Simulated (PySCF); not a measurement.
C₆H₁₁NSSi.
Geometry (GFN2-xTB, Å), atoms numbered from 1 in this order:
```xyz
20
C6H11NSSi angstrom
C      4.1371   -0.1506    1.4797
C      2.9588   -0.4071    0.6885
C      1.9737   -0.6297    0.0346
C      0.8119   -0.8865   -0.7447
N      0.8140   -1.8883   -1.5118
C     -0.3003    0.1248   -0.5196
C     -1.5317   -0.1348   -1.3684
S     -2.8313    1.1258   -1.0965
Si    -3.7587    0.4092    0.6949
H      4.4290    0.8955    1.3903
H      3.9306   -0.3706    2.5269
H      4.9583   -0.7810    1.1408
H     -0.0355   -2.0281   -2.0519
H     -0.5621    0.1076    0.5430
H      0.0926    1.1218   -0.7394
H     -1.9677   -1.1123   -1.1563
H     -1.2923   -0.0670   -2.4305
H     -2.8421    0.5628    1.8217
H     -4.0488   -1.0044    0.4801
H     -4.9408    1.2394    0.8155
```

Computed at PBE0/pcSseg-1 (PySCF, non-relativistic), with Q(14N) = 0.02044 b, Q(33S) = −0.0678 b: N5, 14N (I = 1): χzz = -4.793 MHz, η = 0.313; S8, 33S (I = 3/2): χzz = 36.95 MHz, η = 0.866.

Task: Where would the pure quadrupole (NQR) lines of 14N at N5 fall for the rigid, isolated species?

Result: From ν± = (3/4)|χ|(1 ± η/3) and ν0 = |χ|η/2: ν+ 3.970 MHz, ν− 3.220 MHz, ν0 0.750 MHz (imine nitrogen).

Task: Find the zero-field quadrupole resonance frequencies of 33S at S8.

Result: From ν = (|χ|/2)√(1 + η²/3): ν = 20.65 MHz (sulfur bonded to C and Si).

In a crystal, neighbours and librations shift these lines. GFN2-xTB frequencies show an imaginary mode (29i cm⁻¹), so this geometry is no minimum at that level. GFN2-xTB bond lengths can be off by several hundredths of an ångström, more for odd bonds, and the gradients follow them. The small basis limits the accuracy of the gradients.

One conformer stands for the species.
